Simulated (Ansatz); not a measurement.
BeCl, multiplicity 2 (the spin of the measured ground state), most abundant isotopes (9.0122 and 34.9689 u). Constants from fifth-degree fits in 1/R to seven points on the lowest solution found; no spin–orbit coupling, no relativity up to Kr; ω_e x_e and α_e move by some per cent with the fit.

Frozen-core correlation. CBS(a, b) extrapolates the correlation energy as X⁻³ and adds the Hartree–Fock energy of set b.

Run with Ansatz (Gaussian basis) for Hartree–Fock, density functionals and correlated methods. Each number belongs to the level named beside it.

```csv
level,r_e (Å),ω_e (cm⁻¹),ω_e x_e (cm⁻¹),α_e (cm⁻¹)
PBE/def2-TZVPP,1.8206,809.4,4.97,0.00677
"CCSD(T)/CBS(aug-cc-pV(T+d)Z, aug-cc-pV(Q+d)Z)",1.8041,842.8,4.92,0.00661
```

D_e from total energies of the atoms and the molecule: 4.27 eV at PBE/def2-TZVPP.

Problem. Derive the rotational constants, the centrifugal constant, the fundamental, the zero-point energy and the force constant, and test the Morse rule for the well depth.

Solution. 
μ = 7.16549 u.
- PBE/def2-TZVPP: B_e = 16.8576/(μ r_e²) = 0.70975 cm⁻¹; B₀ = B_e − α_e/2 = 0.70637 cm⁻¹; D = 4B_e³/ω_e² = 2.18e-06 cm⁻¹; fundamental ω_e − 2ω_e x_e = 800 cm⁻¹; zero-point energy ω_e/2 − ω_e x_e/4 = 403 cm⁻¹; k = μ(2πcω_e)² = 277 N/m; a Morse well would hold ω_e²/(4ω_e x_e) = 4.09 eV against the computed D_e of 4.27 eV
- CCSD(T)/CBS(aug-cc-pV(T+d)Z, aug-cc-pV(Q+d)Z): B_e = 16.8576/(μ r_e²) = 0.72282 cm⁻¹; B₀ = B_e − α_e/2 = 0.71951 cm⁻¹; D = 4B_e³/ω_e² = 2.13e-06 cm⁻¹; fundamental ω_e − 2ω_e x_e = 833 cm⁻¹; zero-point energy ω_e/2 − ω_e x_e/4 = 420 cm⁻¹; k = μ(2πcω_e)² = 300 N/m

Measured for the ground state: r_e 1.7971 Å [Huber and Herzberg (1979), NIST Chemistry WebBook]; ω_e 846.7 cm⁻¹ [Huber and Herzberg (1979), NIST Chemistry WebBook].

Ansatz is an electronic-structure program.
